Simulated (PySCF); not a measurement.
Geometry:
```csv
atom,x (Å),y (Å),z (Å)
O1,1.901,1.511,-1.166
C2,1.907,0.602,-0.415
F3,3.024,-0.192,-0.353
C4,0.861,0.095,0.521
C5,0.261,-1.209,-0.061
C6,-1.021,-0.748,-0.746
C7,-1.563,0.299,0.222
C8,-0.316,1.081,0.644
H9,1.349,-0.107,1.477
H10,0.023,-1.893,0.754
H11,0.949,-1.713,-0.739
H12,-0.788,-0.284,-1.706
H13,-1.715,-1.569,-0.914
H14,-2.315,0.941,-0.231
H15,-2.010,-0.197,1.086
H16,-0.404,1.478,1.654
H17,-0.150,1.917,-0.037
```

Geometry: GFN2-xTB; GIAO absolute shieldings from PySCF 2.14, gas phase, non-relativistic, averaged over equivalent atoms.

At PBE0/pcSseg-0 (90 basis functions, 7.3 s wall time on 1 thread of an AMD EPYC 7R13, shared host):
```
  atoms  σ (ppm)
     O1   -154.8
     C2      4.6
     C4    150.1
  C5/C8    162.5
  C6/C7    165.6
     F3    120.7
     H9    30.38
H11/H17    31.04
H10/H16    31.23
H12/H14    31.51
H13/H15    31.62
```

What do these become at PBE0/pcSseg-1?

## Answers


```csv
atoms,σ at PBE0/pcSseg-1,change
O1,-112.5,+42.3
C2,9.8,+5.2
C4,143.8,-6.3
C5/C8,154.4,-8.1
C6/C7,156.7,-8.9
F3,125.0,+4.3
H9,28.75,-1.63
H11/H17,29.45,-1.59
H10/H16,29.81,-1.42
H12/H14,30.03,-1.48
H13/H15,30.14,-1.48
```

The largest change is at O1 (carbonyl oxygen). Cost: 181 basis functions, roughly 80 core-seconds. The order of the carbon signals is the same at both levels.
